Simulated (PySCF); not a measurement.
Coordinates in bohr (charge 0 multiplicity 2):
```
B     0.0000    0.0000   -1.4987
Br    3.1669    0.0000    0.1045
Br   -3.1669    0.0000    0.1045
```

Computed with UPBE0 in PySCF with B def2-TZVP, Br def2-TZVP; no relativity; density-fitted integrals.

This geometry of BBr₂ is a stationary point at this level.

Question: What is the point group?

Answer: C2v.

Question: Is it a minimum?

Answer: Yes: all harmonic wavenumbers are real.

Question: List the harmonic modes with their infrared intensities.

Answer: 
```json
{"symmetry": "a1", "ω (cm⁻¹)": "176", "IR (km/mol)": "0.0"}
{"symmetry": "a1", "ω (cm⁻¹)": "558", "IR (km/mol)": "9.4"}
{"symmetry": "b2", "ω (cm⁻¹)": "865", "IR (km/mol)": "340"}
```

Question: What is the atomisation energy, with and without zero-point energy?

Answer: 759 kJ/mol without, 749 kJ/mol with.

In C2v the vibrations span 2a1 + b2. Here b1 is antisymmetric to the molecular plane and b2 lies in it.

Only a few start shapes were tried, so a lower isomer may exist.
